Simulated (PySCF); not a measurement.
Cd⁺: ionisation energy

Cd⁺ [Kr] 4d10 5s1 (2S) → Cd²⁺ [Kr] 4d10 (1S), as a difference of total energies. All numbers are calculated (PySCF 2.14, a scalar-relativistic core potential, in def2-TZVPPD with the def2 core potential (28 electrons) (6s4p3d2f1g, 56 functions)). Correlated levels: valence: 4s2 4p6 frozen. The calculations carry no spin-orbit coupling.

| method | ionisation energy (eV) |
| --- | --- |
| UHF | 15.586 |
| MP2 (valence) | 16.702 |
| SCS-MP2 (valence) | 16.522 |
| CCSD (valence) | 16.533 |
| CCSD(T) (valence) | 16.589 |

Errors of the correlated levels include the incompleteness of this basis and the frozen core.

Problem. Which method comes closest to the reference value, and which is furthest?

Solution. The reference is 16.908 eV (measured; NIST Atomic Spectra Database, ionization energies). Closest: MP2 (valence) (error -0.206 eV); furthest: UHF (error -1.322 eV).
